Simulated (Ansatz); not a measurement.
Basis-set extrapolation for CH5ClO2Si, SMILES `CO[SiH](O)Cl` (PBE0-D4/def2-TZVP geometry, frozen core, the Gaussian-basis code of Ansatz). Multiplicity 1, RHF reference.

|  | def2-TZVPP | def2-QZVPP |
| --- | --- | --- |
| HF | -939.200242 | -939.232116 |
| MP2 correlation | -0.955724 | -1.035749 |
| CCSD(T) correlation | -1.033008 | not run |

Energies in hartree. Use E(X) = E(∞) + A·exp(−7.88·√X) for Hartree–Fock and E(X) = E(∞) + B·X^(−2.97) for correlation, with X = 3 and 4, and add CCSD(T) minus MP2 of the smaller set to the MP2 limit.

What is the CCSD(T) energy at the basis-set limit?

HF limit: -939.232116 + (-0.031874) × 0.13774 = -939.23651. MP2 limit: -1.035749 + (-0.080025) × 0.74074 = -1.09503. Higher-order term: -1.033008 − (-0.955724) = -0.07728. Total: -940.40882 hartree, 461.0 kJ/mol below CCSD(T)/def2-TZVPP.
